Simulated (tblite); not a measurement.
C3H7O2S2Si (doublet state).
Geometry (GFN2-xTB, Å), atoms numbered from 1 in this order:
```xyz
15
C3H7O2S2Si angstrom
O      1.7981    1.5907    0.2627
C      2.5494    0.5224    0.0884
O      2.0237   -0.3733   -0.9131
Si     0.5445   -0.0256   -1.4222
S     -0.2492    1.1656    0.2323
C     -1.5684   -0.0624    0.7222
C     -2.1183   -0.7823   -0.4840
S     -0.7989   -1.6719   -1.4065
H      2.6836   -0.0984    0.9931
H      3.5473    0.8213   -0.2769
H      0.4823    0.8010   -2.6136
H     -2.3404    0.5215    1.2192
H     -1.1274   -0.7604    1.4322
H     -2.5987   -0.0895   -1.1734
H     -2.8318   -1.5506   -0.1878
```

Structure optimised with GFN2-xTB, isolated species. This method treats the open shell by occupation alone, without spin polarisation.

Masses are those of the commonest isotopes; rigid-rotor values at the optimised geometry. The values belong to one conformer with, in the numbering `[O:1][CH2:2][O:3][SiH:4]1[S:5][CH2:6][CH2:7][S:8]1`, O1–C2–O3–Si4 -10°, C2–O3–Si4–S5 -22°, O3–Si4–S5–C6 -115°, Si4–S5–C6–C7 -34°, S5–C6–C7–S8 58°, C6–C7–S8–Si4 -48°.

Q: What are A, B and C (GHz)?

A: Ia = 239.16, Ib = 448.92, Ic = 617.86 u·Å²; 505379 MHz·u·Å²/I gives 2113, 1126 and 818.0 MHz, that is A = 2.1131, B = 1.1258, C = 0.8180 GHz.

Q: What kind of rotor is it?

A: An asymmetric top; Ray's κ = -0.525.

Q: Is it planar, by Δ = Ic − Ia − Ib?

A: Not planar: Δ = Ic − Ia − Ib = -70.22 u·Å². For a rigid frame Δ = −2 Σ m c², so Σ m c² = 35.11 u·Å² lies off the ab plane: 11.57 from hydrogen and 23.54 from heavier atoms. The atom farthest from that plane is 2.02 Å away.

Q: List the rotational levels J(Ka,Kc) to J = 5 (K).

A: Above 0(0,0), as E/k:
J = 1: 1(0,1) 0.093, 1(1,1) 0.141, 1(1,0) 0.155
J = 2: 2(0,2) 0.277, 2(1,2) 0.312, 2(1,1) 0.357, 2(2,1) 0.499, 2(2,0) 0.502
J = 3: 3(0,3) 0.546, 3(1,3) 0.568, 3(1,2) 0.657, 3(2,2) 0.779, 3(2,1) 0.793, 3(3,1) 1.054, 3(3,0) 1.055
J = 4: 4(0,4) 0.894, 4(1,4) 0.907, 4(1,3) 1.052, 4(2,3) 1.150, 4(2,2) 1.188, 4(3,2) 1.432, 4(3,1) 1.435, 4(4,1) 1.812, 4(4,0) 1.812
J = 5: 5(0,5) 1.321, 5(1,5) 1.327, 5(1,4) 1.539, 5(2,4) 1.609, 5(2,3) 1.688, 5(3,3) 1.906, 5(3,2) 1.915, 5(4,2) 2.284, 5(4,1) 2.285, 5(5,1) 2.771, 5(5,0) 2.771
Those of J = 1 are B + C, A + C and A + B.

Q: Estimate the classical rotational partition function at 10 K, 25 K and 100 K.

A: Point group C1, symmetry number σ = 1; q = (√π/σ)·√((kT/h)³/(ABC)), k/h = 20836.6 MHz/K: 3820 at 10 K, 15100 at 25 K, 121000 at 100 K.

For this open shell read J as N, the rotation without spin; fine and hyperfine splittings come on top. Its GFN2-xTB frequencies are all real (lowest 63 cm⁻¹). No vibrational averaging or centrifugal distortion is included, and the geometry carries the error of its method.

These are computed values.
